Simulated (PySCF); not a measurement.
Species: C4H5F5O.
SMILES: `COCC(F)(F)C(F)(F)F`

The closed-shell SCF was solved with PySCF and density fitting under several settings on one GFN2-xTB geometry (grid level 2 and gas phase unless stated).

```
                                                  settings  basis functions  SCF cycles     E (Eh)  HOMO (eV)  LUMO (eV)  dipole (D)
                                             PBE0/pcSseg-1              195          13  -729.0717      -8.13       1.10        3.24
PBE0/6-31++G**, energy threshold 1e-11 Eh, start guess sap              210          17  -729.1632      -8.20      -0.18        3.34
```

Problem. Estimate the row for these settings: OPBE/pcSseg-1, fitting basis def2-qzvpp-jkfit, start guess atom.

Solution. 
```
                                                       settings  basis functions  SCF cycles     E (Eh)  HOMO (eV)  LUMO (eV)  dipole (D)
OPBE/pcSseg-1, fitting basis def2-qzvpp-jkfit, start guess atom              195          11  -729.4270      -6.37       0.44        2.92
```

Problem. Over all rows, what range does the HOMO–LUMO gap span?

Solution. From 6.81 eV (OPBE/pcSseg-1, fitting basis def2-qzvpp-jkfit, start guess atom) to 9.23 eV (PBE0/pcSseg-1). The functional of the narrowest has no exact exchange, that of the widest 25 % exact exchange.

Problem. Compare two rows with the functional PBE0: PBE0/6-31++G**, energy threshold 1e-11 Eh, start guess sap and PBE0/pcSseg-1. Which energy is lower, and by how much?

Solution. PBE0/6-31++G**, energy threshold 1e-11 Eh, start guess sap (210 functions) lies 0.0915 Eh or 57 kcal/mol below PBE0/pcSseg-1 (195 functions).

Cycle counts include a coarse-grid stage where the run had one. All basis functions are spherical, in the Pople sets too.

The values belong to the conformer `[CH3:1][O:2][CH2:3][C:4]([F:5])([F:6])[C:7]([F:8])([F:9])[F:10]`: C1–O2–C3–C4 180°, O2–C3–C4–F5 -60°, C3–C4–C7–F8 59°.
